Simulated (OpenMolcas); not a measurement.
**Nb4+: moving or changing the point charges**

Nb4+ among 4 point charges of -2 e arranged as a tetrahedron (Td), 2.11 Å from the ion.

- Program: OpenMolcas 26.06
- Method: SS-CASPT2, IPEA 0.25 Eh, imaginary shift 0.1 Eh (closed shells correlated: 4s 4p)
- Basis: ANO-RCC-VDZP [6s5p3d1f]
- Scalar Hamiltonian: DKH2, point nucleus
- Active space: 1 electron in 5 orbitals (4d)
- State averaging: 2S+1 = 2 even, 5 roots
- Spin-orbit coupling: state interaction with AMFI integrals over the reference wave functions

Runs around this geometry, states (labels of Td). Energies in cm-1 above the lowest state or level, χT in cm3 K/mol; 10Dq is the gap between the two states; 10Dq is negative for this site.

```json
{"R (Å)": "2.11", "q (e)": "-1", "Ground state": "2E", "First state of that spin": "2T2 2230", "10Dq": "-2226", "First gap with spin-orbit (degeneracies)": "2580 (4, 4)", "χT at 300 K": "0.234"}
{"R (Å)": "1.95", "q (e)": "-2", "Ground state": "2E", "First state of that spin": "2T2 5070", "10Dq": "-5069", "First gap with spin-orbit (degeneracies)": "5050 (4, 4)", "χT at 300 K": "0.266"}
{"R (Å)": "2.11", "q (e)": "-2", "Ground state": "2E", "First state of that spin": "2T2 3810", "10Dq": "-3809", "First gap with spin-orbit (degeneracies)": "3890 (4, 4)", "χT at 300 K": "0.245"}
{"R (Å)": "2.22", "q (e)": "-2", "Ground state": "2E", "First state of that spin": "2T2 3110", "10Dq": "-3107", "First gap with spin-orbit (degeneracies)": "3280 (4, 4)", "χT at 300 K": "0.235"}
```

Taking |10Dq| as R^-n, n = -ln(3107 / 5069) / ln(2.22 / 1.95) = 3.8 between the shortest and longest distance. The point-charge formula for a cubic d site gives n = 5.

Scaling the charges by -1 / -2 = 0.50 scales |10Dq| by 2226 / 3809 = 0.58; with fixed orbitals a first-order splitting would follow the charge.

Roots that are degenerate in the reference are averaged as groups; the widest CASPT2 spread within a group is 120 cm-1 (the 3-fold group of multiplicity 2 near 2230 cm-1 above the lowest state of its run, R = 2.11, q = -1). Shifts and gaps below about the spread of the groups concerned are not significant. An orbital doublet at a regular site is open to a Jahn-Teller distortion, which this geometry leaves out. Free-ion shares, where given, are those of the reference states; single-state CASPT2 does not remix them. The ground term spreads over less than 5000 cm-1, several times less than with real ligands, so orbital moments are less quenched and χT lies further from the spin-only value than at real sites (holds for R = 2.11, q = -1; R = 2.11, q = -2; R = 2.22, q = -2). Point charges carry no covalency, so the field is a model and not that of real ligands. No measured value stands beside these numbers.
